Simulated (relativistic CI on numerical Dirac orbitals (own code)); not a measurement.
## Pb15+: q coefficients and field-shift factors

These numbers are calculated, not measured: Dirac-Coulomb-Breit CI, separate exchange-only KLI orbitals for each configuration, derivatives by finite differences, unscaled Slater integrals, QED left out (own radial code, finite nucleus).

CI space (outside the closed core [Kr] 4d10): 4f14 5s2 5p5, 4f14 5s 5p6, 4f14 5s2 5p4 5d, 4f13 5s2 5p6, 4f14 5s 5p5 5d, 4f14 5s2 5p4 5f. Double excitations out of closed p, d and f shells are left out; levels of such configurations are missing from the list, as are those of other unlisted configurations, and high levels can miss mixing partners.

With x = (α/α₀)² − 1 an excitation energy changes as ω = ω₀ + qx; K = 2q/ω₀ is the relative enhancement. Terms are leading LS components, so labels can repeat. The field-shift factor is F = δν/δ⟨r²⟩ for the transition from the lowest level.

Lowest level 4f14 5s2 5p5 2P°_3/2.

```tsv
Level	ω₀ (cm⁻¹)	q (cm⁻¹)	K	F (GHz/fm²)
4f14 5s2 5p5 2P°_1/2	219445	287300	2.62	-71.8
4f14 5s2 5p4 5d 4P_1/2	539813	100500	0.372	-203
4f14 5s2 5p4 5d 4D_3/2	540660	17930	0.0663	17.9
4f14 5s2 5p4 5d 4D_5/2	545796	23860	0.0874	17.7
4f14 5s2 5p4 5d 4F_7/2	557905	23800	0.0853	18.3
4f14 5s2 5p4 5d 2P_1/2	565223	121000	0.428	-190
4f14 5s2 5p4 5d 2F_7/2	581241	48300	0.166	20.2
4f14 5s2 5p4 5d 4F_9/2	584045	51250	0.176	21
4f14 5s2 5p4 5d 2D_3/2	589443	24620	0.0835	18.1
4f14 5s2 5p4 5d 2D_5/2	633652	55960	0.177	20.6
4f14 5s2 5p4 5d 2D_3/2	650187	72620	0.223	14.2
4f14 5s2 5p4 5d 4P_1/2	655648	213000	0.65	-339
4f14 5s2 5p4 5d 2D_5/2	661840	84420	0.255	10.6
```

At this charge transitions that keep the count of f electrons are usually good to a few per cent. Levels and lines within the n = 5 or 6 shells can be off by up to 10 % or somewhat more, and those that change n by about 2 %, since core polarisation is missing. Levels that differ in their count of f electrons can be misplaced by several ten thousand cm⁻¹, since the correlation energy of f electrons is missing or only estimated; rates across such gaps can be off by orders of magnitude.
